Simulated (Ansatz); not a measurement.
Isolated molecules relaxed with PBE0-D4/def2-TZVP in Ansatz; ΔE leaves out vibrations. CCSD(T)/CBS adds triple-zeta CCSD(T) − MP2 to the extrapolated MP2 energy (def2 sets, frozen cores). This one scheme is used for every species. Functionals use def2-TZVPP. B3LYP here is the variant with VWN-RPA as its local correlation; programs differ in this. One conformer a species, not always the lowest.

Reaction (hydrogenolysis of the Si–O bond): `CO[Si](Cl)(Cl)Cl` + H₂ → `Cl[SiH](Cl)Cl` + CH₃OH

`CO[Si](Cl)(Cl)Cl`:

Cartesian coordinates in Å:
```
C 0.716 -1.097 0.588
O -0.102 0.045 0.774
Si -0.668 1.002 -0.388
Cl 0.855 1.838 -1.444
Cl -1.762 2.444 0.502
Cl -1.827 -0.044 -1.690
H 0.927 -1.513 1.572
H 1.659 -0.826 0.104
H 0.203 -1.849 -0.017
```

H₂:

Cartesian coordinates in Å:
```
H -0.303 0.211 -0.049
H 0.303 -0.211 0.049
```

`Cl[SiH](Cl)Cl`:

Z-matrix (Å, degrees):
```
Si
Cl 1 2.030
Cl 1 2.030 2 109.5
Cl 1 2.030 2 109.5 3 -120.1
H 1 1.469 2 109.4 3 120.0
```

CH₃OH:

```xyz
6

C     0.273   -0.218    0.068
O    -0.999    0.158   -0.406
H     0.391   -1.282   -0.142
H     0.377   -0.071    1.150
H     1.084    0.321   -0.438
H    -1.126    1.092   -0.230
```

| level | ΔE (eV) |
| --- | --- |
| B2PLYP | 0.93 |
| revPBE | 0.73 |
| B3LYP | 0.83 |
| CCSD(T)/def2-TZVPP | 0.97 |

What does CCSD(T)/CBS give? (An estimate is asked.)

Computed: +0.98 eV. The listed levels differ from it by -0.05, -0.25, -0.15, -0.01 eV.

Largest T1 diagnostic among the species: 0.010.

In def2-TZVPP, CCSD(T) changes the Hartree–Fock value by +0.14 eV (the triples alone add +0.04 eV) and MP2 by +0.23 eV. At CCSD(T), def2-SVP lies −0.13 eV from the extrapolated value and def2-TZVPP −0.01 eV.
